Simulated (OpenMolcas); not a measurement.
Ionisation energies of hafnium

```yaml
Program: OpenMolcas 26.06
Basis: ANO-RCC-VDZP [7s6p4d2f1g]
Scalar_Hamiltonian: DKH2, point nucleus
Spin-orbit_coupling: RASSI with atomic mean-field integrals over the reference wave functions, term energies averaged over their components
```

Active shells in each charge state: the valence d shell, with orbitals averaged over the low states. Where CASPT2's correlated closed shells are named, they are those of the first ion.

A. CASSCF
B. SS-CASPT2, IPEA 0.25 Eh, imaginary shift 0.1 Eh (closed shells correlated: 5s 5p)
C. SS-CASPT2, IPEA 0 Eh, imaginary shift 0.1 Eh (closed shells correlated: 5s 5p)
D. SS-CASPT2, IPEA 0.25 Eh, imaginary shift 0.1 Eh (closed shells correlated: 4f 5s 5p)
E. SS-CASPT2, IPEA 0.25 Eh, imaginary shift 0.1 Eh (closed shells correlated: none)

Energies in eV between the lowest computed levels, named as in B; reference values from the NIST Atomic Spectra Database with their kind.

```json
{"From": "Hf2+ 5d² ³F₂", "To": "Hf3+ 5d ²D_3/2", "A": "21.569", "B": "21.858", "C": "21.875", "D": "22.074", "E": "21.653", "Spin-orbit share in B": "+0.127", "Reference": "22.550 (theoretical)"}
{"From": "Hf3+ 5d ²D_3/2", "To": "Hf4+ 5p⁶ ¹S₀", "A": "32.152", "B": "32.404", "C": "32.435", "D": "32.712", "E": "32.152", "Spin-orbit share in B": "+0.432", "Reference": "33.370 (semi-empirical)"}
```

The lowest level within the active space need not be the ion's true ground level.
